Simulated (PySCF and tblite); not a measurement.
The numbers below are computed, except where a source is named.
2 E/Z isomers of C₄H₂F₄O, numbered alike:

| isomer | SMILES | descriptors |
| --- | --- | --- |
| A | [O:1]=[CH:2]/[C:3]([F:4])=[CH:5]/[C:6]([F:7])([F:8])[F:9] | 3=5 Z |
| B | [O:1]=[CH:2]/[C:3]([F:4])=[CH:5]\[C:6]([F:7])([F:8])[F:9] | 3=5 E |

Each isomer is a Boltzmann average at 298.15 K over at most 6 conformers: GFN2-xTB geometries, energies B3LYP/def2-SVP (IEF-PCM, tetrahydrofuran) (D3(BJ) added where defined), GFN2-xTB thermal terms. Programs: PySCF with density fitting and tblite.

Equilibrium rotational constants and dipole components of each isomer's leading conformer, in random order:

```json
{"set": "P", "A (MHz)": "3001", "B (MHz)": "1006", "C (MHz)": "866", "abs μa": "1.75", "abs μb": "1.43", "abs μc (D)": "0.00"}
{"set": "Q", "A (MHz)": "2936", "B (MHz)": "976", "C (MHz)": "840", "abs μa": "1.39", "abs μb": "0.75", "abs μc (D)": "0.00"}
```

Q: Match sets and isomers.

A: P is B (Cs), Q is A (Cs).

The whole study took 4.3 min on 1 thread of AMD EPYC (shared host) (rough), peak memory 0.82 GiB, launched as `OMP_NUM_THREADS=1 python ens_run.py task.json out`.
